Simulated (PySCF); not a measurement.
## pyrimidine-1-oxide (SMILES [O-][n+]1cccnc1)

Geometry:
```tsv
atom	x (Å)	y (Å)	z (Å)
O1	2.560	0.278	0.068
N2	1.328	0.096	0.067
C3	0.438	1.135	0.101
C4	-0.922	0.886	0.099
C5	-1.360	-0.435	0.063
N6	-0.485	-1.441	0.031
C7	0.793	-1.178	0.033
H8	0.904	2.119	0.127
H9	-1.622	1.723	0.126
H10	-2.423	-0.690	0.061
H11	1.553	-1.964	0.008
```

The calculation used PySCF 2.14.0, quadratic response CAM-B3LYP/def2-TZVPD first hyperpolarisability, Taylor convention, gas phase. Geometry: PBE0-D3(BJ)/def2-SVP.

(1) What is the first hyperpolarisability, and how does it disperse?

(2) Which lowest excitations, dipole and polarisabilities go with it?

## Answers

(1) In 10⁻³⁰ esu, Taylor convention; the vector part is βᵢ = ⅓ Σⱼ (βᵢⱼⱼ + βⱼᵢⱼ + βⱼⱼᵢ); β∥ is 3/5 of the vector part along the dipole, the dipole points from − to +:
| process | λ (nm) | β vector norm | β∥ | β HRS | depolarisation ratio |
| --- | --- | --- | --- | --- | --- |
| static β(0;0,0) | ∞ | 2.33 | -1.30 | 0.90 | 6.61 |
| second harmonic β(−2ω;ω,ω) | 1907 | 2.50 | -1.39 | 0.96 | 6.82 |
| Pockels β(−ω;ω,0) | 1907 | 2.38 | -1.33 | – | – |
| second harmonic β(−2ω;ω,ω) | 1064 | 2.99 | -1.68 | 1.14 | 7.43 |
| Pockels β(−ω;ω,0) | 1064 | 2.51 | -1.40 | – | – |

(2) S1 4.28 eV (f = 0.000); S2 4.31 eV (f = 0.047); S3 4.84 eV (f = 0.223); dipole 3.70 D; isotropic α 68.6 au static, 69.0 au at 1907 nm, 69.8 au at 1064 nm, 70.1 au at 953.5 nm, 73.9 au at 532 nm.
